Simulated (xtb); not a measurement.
Input for xtb:
```
$ xtb mol.xyz --gfn 2 --uhf 1 --ohess --json

# file mol.xyz
6

C      2.40424185     0.02022529     0.08481996
C      1.21200987     0.01019583     0.04275885
C     -0.26204028    -0.00220437    -0.00924460
F     -0.70984126    -0.97704858    -0.80217770
F     -0.78714150    -0.19345774     1.20206903
F     -0.73915819     1.15169515    -0.47878081
```

Task: What harmonic frequencies (imaginary ones negative) does GFN2-xTB in xtb give?

Result: 143, 143, 382, 382, 494, 510, 510, 767, 1058, 1058, 1128, 2311 cm⁻¹

Task: What is the computed total energy at the end of the optimisation (GFN2-xTB)?

Result: -20.4192 Eh
